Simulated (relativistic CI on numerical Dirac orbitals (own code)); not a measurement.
## F4+: computed level list

Computed by Dirac-Coulomb-Breit CI, orbitals from a KLI potential per configuration, a model potential for QED, valence Slater integrals scaled by 0.85, configuration energies shifted to the measured levels that pair with them (semi-empirical) (own radial code, finite nucleus).

Configurations in the expansion (outside the closed core 1s2): 2s²2p, 2s2p², 2p³, 2s²3s, 2s²3d, 2s2p3p, 2s2p3d, 2s²4s, 2s²4d, 2p²3s, 2s²5d, 2s2p4d, 2s²6d, 2p²3d, 2s²3p, 2p²3p, 2s2p3s, 2s²4p, 2s²4f, 2s2p4s, 2s2p4p, 2s3s², 2s2p4f, 2s3s3p, 2s3s3d, 2s3p², 2s3p3d, 2s3d², 2p3s², 2p3s3p. Levels of other configurations are missing.

The lowest level is 2s²2p ²P°1/2, with 97 % of that term; Hund's rules for 2s²2p give ²P° with J = 1/2, in agreement.

```tsv
No.	Configuration	Term	J	E (eV)	%	Landé g	jj configuration (%)
1	2s²2p	²P°	1/2	0.0000	97	0.665	2p1/2 (97)
2	2s²2p	²P°	3/2	0.0913	97	1.334	2p3/2 (97)
3	2s2p²	⁴P	1/2	11.5845	100	2.670	2s 2p1/2^2 (45)
4	2s2p²	⁴P	3/2	11.6153	100	1.735	2s 2p1/2 2p3/2 (89)
5	2s2p²	⁴P	5/2	11.6590	100	1.601	2s 2p3/2^2 (66)
6	2s2p²	²D	5/2	19.5677	100	1.200	2s 2p1/2 2p3/2 (66)
7	2s2p²	²D	3/2	19.5709	99	0.799	2s 2p1/2 2p3/2 (67)
8	2s2p²	²S	1/2	24.3199	100	2.001	2s 2p3/2^2 (66)
9	2s2p²	²P	1/2	26.6418	99	0.666	2s 2p1/2 2p3/2 (66)
10	2s2p²	²P	3/2	26.6987	99	1.334	2s 2p3/2^2 (56)
11	2p³	⁴S°	3/2	34.5942	100	2.002	2p1/2 2p3/2^2 (55)
12	2p³	²D°	5/2	38.6714	99	1.200	2p1/2 2p3/2^2 (99)
13	2p³	²D°	3/2	38.6778	99	0.799	2p1/2 2p3/2^2 (44)
14	2p³	²P°	1/2	43.0746	96	0.666	2p1/2 2p3/2^2 (96)
15	2p³	²P°	3/2	43.0766	96	1.334	2p3/2^3 (50)
16	2s²3s	²S	1/2	65.0607	94	2.002	3s (94)
17	2s²3p‡	²P°	1/2	69.9045	92	0.666	3p1/2 (92)
18	2s²3p‡	²P°	3/2	69.9264	92	1.334	3p3/2 (92)
19	2s²3d	²D	3/2	74.6979	94	0.799	3d3/2 (94)
20	2s²3d	²D	5/2	74.7020	94	1.200	3d5/2 (94)
21	2s2p3s‡	⁴P°	1/2	76.7617	99	2.670	2s 2p1/2 3s (88)
22	2s2p3s‡	⁴P°	3/2	76.7931	99	1.735	2s 2p1/2 3s (56)
23	2s2p3s‡	⁴P°	5/2	76.8503	99	1.601	2s 2p3/2 3s (99)
24	2s2p3s‡	²P°	1/2	78.8327	96	0.666	2s 2p1/2 3s (73)
25	2s2p3s‡	²P°	3/2	78.8953	96	1.334	2s 2p3/2 3s (85)
26	2s2p3p	²P	1/2	81.8651	71	0.489	2s 2p1/2 3p1/2 (67)
27	2s2p3p	²P	3/2	81.8946	72	1.300	2s 2p1/2 3p1/2 (46)
28	2s2p3p	⁴D	1/2	81.9259	73	0.175	2s 2p3/2 3p3/2 (33)
29	2s2p3p	⁴D	3/2	81.9411	74	1.234	2s 2p1/2 3p3/2 (35)
30	2s2p3p	⁴D	5/2	81.9629	99	1.372	2s 2p1/2 3p3/2 (40)
31	2s2p3p	⁴D	7/2	82.0122	99	1.429	2s 2p3/2 3p3/2 (99)
32	2s2p3p	⁴S	3/2	82.7045	100	2.001	2s 2p3/2 3p3/2 (39)
33	2s2p3p	⁴P	1/2	83.3339	99	2.670	2s 2p1/2 3p1/2 (45)
34	2s2p3p	⁴P	3/2	83.3566	99	1.735	2s 2p3/2 3p1/2 (48)
35	2s2p3p	⁴P	5/2	83.3865	99	1.601	2s 2p3/2 3p3/2 (64)
36	2s2p3p	²D	3/2	83.9764	98	0.800	2s 2p1/2 3p3/2 (58)
37	2s2p3p	²D	5/2	84.0354	98	1.200	2s 2p3/2 3p3/2 (49)
38	2s2p3p	²S	1/2	85.2626	98	2.002	2s 2p3/2 3p3/2 (56)
39	2s2p3d	⁴F°	3/2	85.9299	100	0.399	2s 2p1/2 3d3/2 (76)
40	2s2p3d	⁴F°	5/2	85.9476	100	1.029	2s 2p3/2 3d3/2 (35)
41	2s2p3d	⁴F°	7/2	85.9738	100	1.239	2s 2p3/2 3d3/2 (38)
42	2s2p3d	⁴F°	9/2	86.0099	100	1.334	2s 2p3/2 3d5/2 (100)
43	2s2p3d	⁴D°	1/2	86.6646	99	0.001	2s 2p1/2 3d3/2 (51)
44	2s2p3d	⁴D°	3/2	86.6705	98	1.202	2s 2p3/2 3d3/2 (42)
45	2s2p3d	⁴D°	5/2	86.6811	98	1.373	2s 2p3/2 3d3/2 (40)
```

Energies count from the lowest computed level; ° marks odd parity. Filled j subshells are mostly left out of the jj labels. ‡ marks configurations that were not tied to measured data.

The mean weight of the leading LS term, summed over parents, in these 45 levels is 96 %, and that of the leading jj configuration (from the same eigenvectors) 66 %, so LS coupling describes them better.

Configurations whose levels could be paired with our table of measured levels were shifted onto them, all but the ground configuration, by the median error of their levels; single terms can still be off by 1,000 to 2,000 cm⁻¹ or more, and rates follow the energies as ν³ (E1, M1) or ν⁵ (E2). The others borrow a shift and can be off by several thousand cm⁻¹ or more. 37 of the 37 excited levels that our extract of the measured tables holds in this range could be paired (the sources list more); they are missed by 678 cm⁻¹ on average and 4952 at most, after the shifts were fitted to these levels, and levels without a partner can miss by more.
